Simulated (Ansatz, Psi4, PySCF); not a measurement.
I3In (SMILES [I][In]([I])[I]), singlet, geometry from GFN2-xTB (such geometries of metal compounds can be far from the true shape) (core potentials on I, In). Base run: B3LYP5/def2-SVP (PySCF).

The PySCF input:
```python
from pyscf import gto, scf, dft

mol = gto.Mole()
mol.atom = '''
    In   -0.00000000   -0.00000000    0.00000000
    I     2.54499834   -0.41292967   -0.80803752
    I    -0.93309036   -1.23964966    2.21202695
    I    -1.61190798    1.65257933   -1.40398942
'''
mol.basis = 'def2-svp'
mol.ecp = {'I': 'def2-svp', 'In': 'def2-svp'}
mol.verbose = 4
mol.build()

mf = dft.RKS(mol)
mf.xc = 'b3lyp5'
mf.kernel()
```

The same geometry, method and basis name were run in Ansatz (a quantum-chemistry and plane-wave program) and Psi4 and PySCF, at each program's defaults and at the settings that a row names. The base is PySCF at its defaults. Differences at the defaults can come from grids, fitting, cores and function types together.

```json
[
 {"code and settings": "PySCF, defaults (exact integrals, its default grid, spherical functions)", "ΔE vs base (mEh)": "0.000", "basis functions": "104", "E (Eh)": "-1083.38287", "SCF cycles": "10"},
 {"code and settings": "Psi4, defaults (density fitting with its default set, its default grid, spherical functions)", "ΔE vs base (mEh)": "-0.061", "basis functions": "104", "E (Eh)": "-1083.38293", "SCF cycles": "9"},
 {"code and settings": "Ansatz, defaults (factorised integrals, its default grid, spherical functions)", "ΔE vs base (mEh)": "0.018", "basis functions": "104", "E (Eh)": "-1083.38286", "SCF cycles": "-"},
 {"code and settings": "PySCF, density fitting with def2-universal-jkfit", "ΔE vs base (mEh)": "-0.031", "basis functions": "104", "E (Eh)": "-1083.38290", "SCF cycles": "10"},
 {"code and settings": "PySCF, fine grid", "ΔE vs base (mEh)": "0.025", "basis functions": "104", "E (Eh)": "-1083.38285", "SCF cycles": "10"},
 {"code and settings": "Psi4, exact integrals, spherical functions, fine grid", "ΔE vs base (mEh)": "0.020", "basis functions": "104", "E (Eh)": "-1083.38285", "SCF cycles": "11"},
 {"code and settings": "Ansatz, high accuracy", "ΔE vs base (mEh)": "0.017", "basis functions": "104", "E (Eh)": "-1083.38286", "SCF cycles": "-"}
]
```
